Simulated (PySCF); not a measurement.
Isomers of H6B2N2. All species are isolated molecules in the gas phase. One relaxed conformer stands for each flexible species; it need not be the lowest. Strings in code marks are SMILES.

Calculation: PBE-D3(BJ)/def2-TZVP // r2SCAN-D4/def2-TZVP run with PySCF. All candidates: neutral, multiplicity 1. Excitations are Tamm–Dancoff values on a coarser integration grid. The basis has no diffuse functions, so Rydberg states are missing or too high.

```
Property               Result
-------------------  --------
S1 excitation (TDA)   6.12 eV
LUMO                 -1.21 eV
HOMO–LUMO gap         5.41 eV
```

### Question
Which member has these values?
A. `BB(N)N`
B. `BNBN` (B–N–B–N torsion 180°)
C. `NBBN` (N–B–B–N torsion 73°)

### Answer
B, `BNBN` (B–N–B–N torsion 180°). The others give `NBBN` (N–B–B–N torsion 73°): 5.41 eV, -0.92 eV, 5.10 eV; `BB(N)N`: 3.43 eV, -2.73 eV, 2.88 eV
